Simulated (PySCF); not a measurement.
System: 1,1-difluoro-1-methoxyethane, C$_{3}$H$_{6}$F$_{2}$O (charge 0, singlet). 
Structure (B3LYP-D3(BJ)/def2-TZVP (Ansatz) minimum search):
```
C
F 1 1.3569
O 1 1.3657 2 105.26
F 1 1.3824 2 106.05 3 -116.13
C 3 1.4267 1 116.69 2 -177.52
H 5 1.0867 3 105.77 1 171.09
H 5 1.0909 6 109.43 3 119.76
H 5 1.0927 6 109.11 7 120.34
C 1 1.5112 2 109.88 3 126.46
H 9 1.0881 1 108.96 2 55.27
H 9 1.0883 10 108.78 1 -120.67
H 9 1.0888 10 109.55 11 -119.79
```

Dispersion corrections to the total energy (kcal/mol) from the dftd3 and dftd4 libraries through PySCF: D3(BJ) without and D4 with the three-body term, each with the damping fitted for the functional named.

```csv
functional,D3(BJ),D4
B3LYP,-7.84,-7.45
PW6B95,-2.07,-3.98
LC-wPBE,-4.15,-5.14
BP86,-6.89,(withheld)
BHLYP,-5.86,-4.95
HF,(withheld),-18.27
PBE0,-3.96,(withheld)
```

Question: What belongs in the gaps?

Answer: 
- BP86, D4: -6.01
- HF, D3(BJ): -36.88
- PBE0, D4: -3.91
